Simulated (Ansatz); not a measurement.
One change: `FBBr` becomes `COB(F)Br`.

Ansatz, PBE0-D4/def2-TZVP geometries, multiplicity 1. Each molecule was computed in one conformer, which needn't be the lowest.

Scalar relativity is left out up to krypton.

```csv
property,`FBBr`
HOMO energy (PBE0/def2-TZVPP) / eV,-8.78
LUMO energy (PBE0/def2-TZVPP) / eV,-1.27
HOMO energy (PBE/def2-TZVPP) / eV,-7.46
HOMO energy (ωB97M-V/def2-TZVPP) / eV,-11.02
LUMO energy (PBE/def2-TZVPP) / eV,-2.26
HOMO–LUMO gap (B3LYP/def2-TZVPP) / eV,7.00
```

**Question.** What does the change do to each property? (Best estimate.)

**Answer.** Ansatz gave: 
| property | `COB(F)Br` | shift |
| --- | --- | --- |
| HOMO energy (PBE0/def2-TZVPP) / eV | -8.67 | 0.11 |
| LUMO energy (PBE0/def2-TZVPP) / eV | 0.36 | 1.63 |
| HOMO energy (PBE/def2-TZVPP) / eV | -7.30 | 0.16 |
| HOMO energy (ωB97M-V/def2-TZVPP) / eV | -10.93 | 0.09 |
| LUMO energy (PBE/def2-TZVPP) / eV | -0.65 | 1.61 |
| HOMO–LUMO gap (B3LYP/def2-TZVPP) / eV | 8.50 | 1.50 |

With PBE0 the HOMO rises by 0.11 eV and the LUMO rises by 1.63 eV, so the gap widens by about 1.52 eV. PBE moves the HOMO by 0.16 eV and ωB97M-V by 0.09 eV.

B3LYP here is the variant with VWN-RPA as its local correlation; programs differ in this.

Spin–orbit coupling is left out; it splits and shifts lone-pair levels of the heavy atoms by tenths of an eV.
